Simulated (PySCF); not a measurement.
Xe: excitation energy

Xe [Xe] (1S) → Xe [Kr] 4d10 5s1 5p6 5d1 (3D), as a difference of total energies. All numbers are calculated (PySCF 2.14, scalar relativity through the core potential, in aug-cc-pwCVTZ-PP with ECP28MDF). Correlated levels: valence: 4s2 4p6 4d10 frozen; valence and next inner shell: nothing frozen outside the core potential. The calculations carry no spin-orbit coupling.

```csv
method,excitation energy (cm⁻¹)
UHF,204740
LDA,185400
PBE,183060
r2SCAN,188690
wB97X-V,195070
PBEsol,183780
revPBE,182670
B97-3,190450
MP2 (valence),191560
MP2 (valence and next inner shell),188430
SCS-MP2 (valence and next inner shell),186670
```

Problem. Estimate what SCS-MP2 (valence) gives.

Solution. 189500 cm⁻¹, closest to r2SCAN among the rows shown.

Problem. Estimate what PBE0 gives.

Solution. 189670 cm⁻¹, closest to B97-3 among the rows shown.

The upper state lies above the first ionisation limit, where it may autoionise and the basis confines it.

The promoted electron is Rydberg-like, and one or two diffuse shells describe it only roughly, which tends to raise the upper state.

In the upper state the promoted electron has a positive orbital energy at LDA, PBE, PBE0, r2SCAN, PBEsol, revPBE, B97-3, so the basis confines it.
